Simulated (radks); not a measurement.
Results of a calculation; reference values are marked as such.
Question: Code: a radial shooting solver on a logarithmic mesh with Libxc functionals. Model: Dirac Kohn-Sham, BLYP, spin-unpolarised, spherical densities, point nucleus; open shells are shared between the two j in proportion to 2j + 1. Each species is in its NIST ground configuration. Rank Ag2+, I2+, Mo2+, Zr2+, Pd2+, Cd2+, Ru2+, Xe2+, Nb2+, Tc2+, In2+, Te2+, Sn2+, Sb2+, Sr2+, Rb2+, Rh2+ by Delta-SCF ionisation energy (eV), largest first.

Answer: Sr2+ 43.091, Rb2+ 40.006, Cd2+ 37.895, Ag2+ 36.080, Pd2+ 34.248, Rh2+ 32.396, Xe2+ 31.609, Sn2+ 31.091, Ru2+ 30.518, I2+ 29.256, Tc2+ 28.606, In2+ 28.535, Te2+ 26.889, Mo2+ 26.652, Nb2+ 24.643, Sb2+ 24.496, Zr2+ 22.560.
